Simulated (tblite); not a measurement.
Record of a relaxation.

C₆H₁₂N (doublet state).
Bonds: C1–C2 (double), C2–C3, C3–C4, C2–C5, C5–C6, C6–N7. Hydrogens: H8, H9 on C1; H10, H11 on C3; H12, H13, H14 on C4; H15, H16 on C5; H17, H18 on C6; H19 on N7.
Bond orders are those of one Lewis drawing.

Computed with GFN2-xTB (tblite), gas phase: L-BFGS steps from a force-field or distance-geometry start until the largest atomic force falls under 0.01 eV/Å. 6 of its 137 geometries are shown.

Step 0: E = -591.4799 eV, largest atomic force 3.040 eV/Å
```
atom  x, y, z in Å  |  force x, y, z in eV/Å
C1     -0.131   -0.096    1.448   -1.165   0.249   0.190
C2     -0.272    0.197    0.160   -0.397   0.206   1.906
C3     -1.583    0.749   -0.284    0.196  -0.052  -0.091
C4     -2.092   -0.246   -1.321   -1.081  -1.349   1.029
C5      0.759    0.019   -0.858   -0.395   1.675  -1.415
C6      2.003   -0.504   -0.246    2.797  -0.690   0.971
N7      2.569    0.373    0.758   -0.307  -0.581  -0.837
H8      0.727   -0.487    1.937    0.273  -0.088   0.014
H9     -1.008    0.099    2.087    0.708  -0.176  -0.127
H10    -2.240    0.756    0.611    0.183   0.415  -0.804
H11    -1.420    1.746   -0.718   -0.401  -0.155   0.249
H12    -3.184   -0.402   -1.087    0.983   0.093  -0.955
H13    -1.579   -1.230   -1.093   -0.815   0.847  -0.459
H14    -1.881    0.028   -2.348   -0.310   0.045   0.066
H15     0.959    1.061   -1.268   -0.042  -1.004   0.075
H16     0.365   -0.600   -1.689    0.595   0.181   0.352
H17     1.742   -1.461    0.280    0.107   0.538  -0.169
H18     2.775   -0.771   -1.010   -0.440   0.160   0.067
H19     3.479    0.776    0.498   -0.489  -0.314  -0.061
```

Step 27: E = -592.1402 eV, largest atomic force 1.132 eV/Å
```
atom  x, y, z in Å  |  force x, y, z in eV/Å
C1     -0.136   -0.030    1.575    0.020  -0.054  -0.157
C2     -0.265    0.155    0.270   -0.212   0.211  -0.062
C3     -1.582    0.626   -0.326   -0.107  -0.013   0.003
C4     -2.246   -0.305   -1.361    0.102  -0.018   0.097
C5      0.861    0.110   -0.730   -0.186   0.053   0.037
C6      2.152   -0.591   -0.213   -0.247   0.005  -0.114
N7      2.881    0.090    0.759    0.301   0.830  -0.605
H8      0.814   -0.249    2.038    0.001  -0.075  -0.115
H9     -0.988    0.036    2.235    0.121   0.048  -0.054
H10    -2.295    0.765    0.492    0.123   0.007  -0.014
H11    -1.393    1.615   -0.769   -0.153  -0.206  -0.020
H12    -3.331   -0.110   -1.383    0.518  -0.078  -0.109
H13    -2.090   -1.350   -1.074   -0.104   0.205  -0.025
H14    -1.835   -0.169   -2.369   -0.133   0.023   0.284
H15     1.086    1.139   -1.028    0.115  -0.011   0.004
H16     0.532   -0.423   -1.629   -0.029   0.032   0.116
H17     1.865   -1.580    0.152    0.066  -0.056   0.190
H18     2.735   -0.719   -1.139    0.239  -0.029  -0.028
H19     3.225    1.000    0.353   -0.434  -0.875   0.573
```

Step 54: E = -592.3114 eV, largest atomic force 0.137 eV/Å
```
atom  x, y, z in Å  |  force x, y, z in eV/Å
C1     -0.014    0.029    1.516   -0.019  -0.010   0.045
C2     -0.246    0.243    0.234    0.055  -0.005  -0.023
C3     -1.597    0.653   -0.297    0.036  -0.044  -0.018
C4     -2.180   -0.337   -1.306   -0.012  -0.048   0.008
C5      0.846    0.154   -0.801    0.030  -0.007  -0.075
C6      2.074   -0.614   -0.292    0.001  -0.008   0.018
N7      2.784   -0.045    0.768   -0.054  -0.008   0.126
H8      0.980   -0.207    1.881   -0.014  -0.031  -0.043
H9     -0.789    0.088    2.259   -0.039   0.061   0.048
H10    -2.292    0.760    0.538    0.045   0.036  -0.024
H11    -1.481    1.626   -0.785   -0.087   0.014   0.035
H12    -3.203   -0.062   -1.556    0.029   0.029   0.003
H13    -2.192   -1.341   -0.887    0.007  -0.007   0.014
H14    -1.599   -0.352   -2.226   -0.055  -0.007   0.012
H15     1.125    1.168   -1.106    0.078   0.036   0.036
H16     0.465   -0.352   -1.687   -0.012  -0.043  -0.068
H17     1.781   -1.627    0.013    0.014  -0.078  -0.036
H18     2.778   -0.744   -1.135   -0.044   0.054  -0.053
H19     2.751    0.971    0.723    0.042   0.065  -0.004
```

Step 82: E = -592.3443 eV, largest atomic force 0.067 eV/Å
```
atom  x, y, z in Å  |  force x, y, z in eV/Å
C1     -0.004    0.070    1.477    0.004   0.024   0.010
C2     -0.236    0.265    0.191    0.001  -0.022   0.004
C3     -1.600    0.652   -0.324    0.013  -0.003   0.008
C4     -2.222   -0.378   -1.266    0.014   0.003   0.000
C5      0.870    0.178   -0.829   -0.010   0.020  -0.004
C6      2.086   -0.617   -0.304   -0.031   0.003  -0.007
N7      2.651   -0.159    0.896    0.007  -0.051   0.029
H8      1.004   -0.183    1.813   -0.003  -0.021  -0.020
H9     -0.758    0.174    2.237   -0.016  -0.025   0.004
H10    -2.263    0.789    0.532   -0.010   0.034  -0.010
H11    -1.521    1.609   -0.849    0.008  -0.005   0.000
H12    -3.236   -0.079   -1.520   -0.008   0.005   0.001
H13    -2.263   -1.356   -0.792    0.029  -0.001   0.013
H14    -1.656   -0.460   -2.190    0.007  -0.033  -0.007
H15     1.183    1.197   -1.085    0.003   0.004   0.007
H16     0.515   -0.297   -1.744   -0.013   0.016   0.013
H17     1.815   -1.669   -0.162   -0.027  -0.008  -0.007
H18     2.848   -0.578   -1.103    0.025   0.002  -0.002
H19     2.775    0.852    0.877    0.006   0.058  -0.032
```

Step 109: E = -592.3649 eV, largest atomic force 0.083 eV/Å
```
atom  x, y, z in Å  |  force x, y, z in eV/Å
C1     -0.053    0.041    1.432   -0.003   0.014   0.039
C2     -0.232    0.339    0.159    0.006   0.013  -0.009
C3     -1.576    0.708   -0.416    0.021   0.000   0.009
C4     -2.219   -0.480   -1.132   -0.005  -0.011  -0.022
C5      0.918    0.340   -0.814   -0.025   0.021  -0.035
C6      2.053   -0.601   -0.357   -0.030   0.024  -0.043
N7      2.602   -0.314    0.901    0.017  -0.073   0.035
H8      0.943   -0.256    1.773   -0.031  -0.002   0.011
H9     -0.839    0.078    2.166    0.000  -0.034   0.010
H10    -2.237    1.038    0.387    0.029  -0.005   0.005
H11    -1.449    1.534   -1.121   -0.044   0.007  -0.005
H12    -3.231   -0.233   -1.440   -0.040   0.030   0.000
H13    -2.260   -1.344   -0.473    0.000   0.015   0.021
H14    -1.657   -0.753   -2.021    0.056  -0.026  -0.012
H15     1.305    1.363   -0.894   -0.011  -0.016   0.002
H16     0.575    0.038   -1.805    0.013  -0.009  -0.016
H17     1.699   -1.638   -0.348   -0.016  -0.010   0.037
H18     2.843   -0.531   -1.126    0.038   0.013  -0.006
H19     2.807    0.680    0.984    0.026   0.050  -0.019
```

Step 136: E = -592.3695 eV, largest atomic force 0.010 eV/Å
```
atom  x, y, z in Å  |  force x, y, z in eV/Å
C1     -0.063    0.033    1.427    0.002   0.000  -0.001
C2     -0.232    0.351    0.157   -0.001  -0.003  -0.004
C3     -1.576    0.710   -0.424   -0.003  -0.001   0.001
C4     -2.216   -0.495   -1.114   -0.003  -0.001  -0.003
C5      0.922    0.371   -0.810    0.003   0.000  -0.001
C6      2.046   -0.593   -0.370   -0.001  -0.002  -0.001
N7      2.609   -0.332    0.888    0.000  -0.004   0.001
H8      0.929   -0.262    1.775   -0.002  -0.005   0.003
H9     -0.858    0.039    2.152    0.005   0.001  -0.001
H10    -2.235    1.054    0.375   -0.001   0.004   0.002
H11    -1.460    1.523   -1.145    0.005  -0.001   0.001
H12    -3.189   -0.225   -1.518   -0.003  -0.001   0.000
H13    -2.347   -1.307   -0.403   -0.001   0.000   0.000
H14    -1.593   -0.853   -1.930    0.004   0.001   0.001
H15     1.319    1.391   -0.862   -0.001   0.006  -0.002
H16     0.584    0.096   -1.811   -0.001  -0.001  -0.001
H17     1.672   -1.623   -0.365   -0.002  -0.004   0.001
H18     2.835   -0.527   -1.142   -0.003   0.002   0.002
H19     2.844    0.657    0.974    0.003   0.009   0.002
```

**Question.** Summarise the path.

**Answer.** The energy falls by 0.8896 eV from step 0 to step 136; nine tenths of that is first reached at step 42. It rises by more than 0.2 meV at step 27. The largest force goes from 3.040 to 0.010 eV/Å. Among the bonds C5–C6 changes most, from 1.481 to 1.545 Å; the atoms move by 0.555 Å rms after alignment.

The cost below is that of the whole relaxation. The run took 0.85 s on an Arm Neoverse V1 with one thread, no GPU, shared host with 32 logical CPUs at a one-minute load of 6.6.
